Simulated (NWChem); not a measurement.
System: CH6O2Sn; SMILES [OH][SnH]([OH])[CH3]

NWChem input:

```
start job
memory heap 200 mb stack 900 mb global 1100 mb
geometry units angstroms
  Sn    -0.060525     0.011082    -0.210680
  C      2.089748    -0.143265    -0.261610
  O     -0.745483    -1.492946     0.804613
  O     -0.662886     1.472197     0.970142
  H     -0.921227     0.117885    -1.673525
  H      2.519032     0.544660    -0.980460
  H      2.362603    -1.158212    -0.521410
  H      2.453502     0.087382     0.734632
  H     -1.329262    -1.228828     1.514988
  H     -0.502350     2.368398     0.684591
end
basis spherical
  * library def2-svp
end
ecp
  Sn library def2-ecp
end
dft
  xc pbe0
  iterations 150
end
driver
  maxiter 120
end
task dft optimize
```

Not confirmed as a minimum by frequencies. def2 effective core potentials on Sn; no spin-orbit coupling.

The level has its own optimisation.

**Question.** What results follow from this input? (PBE0/def2-SVP with def2 effective core potentials on Sn.) Quantities: r C–Sn (Å); r O–Sn (Å); r H–Sn (Å); r C–H (Å); dipole (D).

**Answer.** 
| Item | Value |
|---|---|
| r C–Sn (Å) | 2.122 |
| r O–Sn (Å) | 1.988 |
| r H–Sn (Å) | 1.722 |
| r C–H (Å) | 1.098 |
| dipole (D) | 2.07 |
